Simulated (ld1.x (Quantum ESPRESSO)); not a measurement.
## Ge, TM semilocal: configuration errors across variants

ld1.x (Quantum ESPRESSO) 7.5 input, shortened:

```
&input
   title='Ge', zed=32., rel=1, dft='PBE', iswitch=3,
   config='[Ar] 3d10 4s2 4p1.5 4f-2'
 /
 &inputp
   pseudotype=1, tm=.true., lloc=2,
   nlcc=.false.
 /
4
4S  1  0   2.00   0.00  1.30  1.30  0.0
3P  2  1   6.00   0.00  0.65  0.65  0.0
4F  4  3  -2.00   0.50  1.05  1.05  0.0
3D  3  2  10.00   0.00  1.05  1.05  0.0
 &test
   configts(1)='3p6 3d10 4s2 4p1.5'
 /
```

Occupied shells without a wave of their own: 4p. They enter only through the test configuration that unscreens the potential.

All-electron excitation energies from the reference (eV): (1) 3p6 3d10 4s2 4p2 -2.802; (2) 3p6 3d10 4s2 4p1 4.642; (3) 3p6 3d10 4s2 4p0 20.081; (4) 3p6 3d10 4s1 4p3 5.170; (5) 3p6 3d10 4s1 4p0 54.872; (6) 3p6 3d9 4s2 4p2 35.884; (7) 3p6 3d9 4s2 4p3 26.825.

In the semilocal form every listed channel keeps its own potential, so the choice of the local channel does not act on these tests. It acts once the file is put into the separable form.

A semilocal file is local in each channel, so a ghost entry of none says nothing of the separable form that plane-wave codes build from it.

On the changes marked as counting shells twice: ld1.x takes every shell without a wave as core, so the model core holds the marked electrons as well and exchange and correlation see them twice. This cancels in the reference configuration, but the file is broken for other ones, and its errors say nothing about a proper core correction.

1 further variants failed, have other tests or another functional or relativity, and are left out.

Errors AE − PS in meV (a dash: test not solved or not reliable):

```tsv
change	(1)	(2)	(3)	(4)	(5)	(6)	(7)	bound ghosts
base	+8.3	-11	-41	+23	-44	+48	+64	none
wave 3p (bound): rc 0.65 bohr becomes 3p (bound): rc 0.74 bohr	+14	-19	-72	+42	-85	+63	+94	none
core correction a·sin(br)/r model core inside 0.78 bohr (4p counted twice)	-12	-35	-282	-21	-675	+26	-28	none
wave 4f channel at 0.5 Ry: rc 1.05 bohr becomes 4f channel at 0.5 Ry: rc 1.22 bohr	+8.3	-11	-41	+23	-44	+48	+64	none
local potential the f channel	+8.3	-11	-41	+23	-44	+48	+64	none
```

Give the same row for: wave 4s (bound): rc 1.30 bohr becomes 4s (bound): rc 1.78 bohr.

+8.3, -11, -43, +20, -52, -29, +8.8; bound ghosts: none.
